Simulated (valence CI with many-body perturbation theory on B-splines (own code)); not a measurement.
**Re LXII: key properties**

Level of theory: valence CI with perturbative core correlation (CI+MBPT): four valence electrons over a frozen Dirac-Fock core [Ne], radial functions for each j: 11 s, 11 p, 10 d, 8 f, 5 g, 2 h, with the one-electron correlation potential Σ1 (screened to all orders), the two-electron term Σ2, the three-electron term Σ3, Breit, model QED; selected single and double excitations, second order for the rest, scaled by the run's own slope (own B-spline code, finite nucleus).

No measured spectrum was set against this ion. As an estimate, large intervals hold to a few tenths of a per cent, small ones and those within an open d or f shell to about a per cent. Among the levels kept, up to 590 cm⁻¹ of a level comes from second order outside the variational space, and about a tenth of that is noise between levels of different J, which matters for small intervals.

Levels are named by their leading jj configuration (3d3/2^4 stands for four electrons in 3d with j = 3/2), which in mixed levels can hold well under half, so a name can repeat and another be missing.

Rates and lifetimes use the calculated energies. Strong lines usually hold to 10 to 20 %, long lifetimes can be off by a factor of two.

What is the ground level?

(3s^2 3p1/2^2) J=0, composition 69 % 3s²3p² ³P + 31 % 3s²3p² ¹S.

Where does the other parity begin?

At (3s 3p1/2^2 3p3/2) J=2, 543.9 eV.

Name the longest-lived excited levels whose lifetime is computed, and their main decay.

(3s^2 3p1/2 3p3/2) J=2 at 380.9 eV lives 169 ns, mostly by E2 to (3s^2 3p1/2^2) J=0; (3s^2 3p1/2 3p3/2) J=1 at 371.5 eV lives 3.09 ns, mostly by M1 to (3s^2 3p1/2^2) J=0; (3s^2 3p3/2 3d5/2) J=4 at 1066.7 eV lives 1.84 ns, mostly by M1 to (3s^2 3p1/2 3d5/2) J=3.

How well does LS coupling describe the low levels?

Among the lowest 20 levels the leading LS term, summed over configurations, holds 58 % on average. For single configurations the figures are 55 % in LS and 94 % in jj coupling. Terms mix most in the J = 2 level at 887.7 eV, where the leading one holds 28 %.

What is the ionisation energy?

6811.6 eV; NIST lists 6810 ± 12 eV (theoretical).
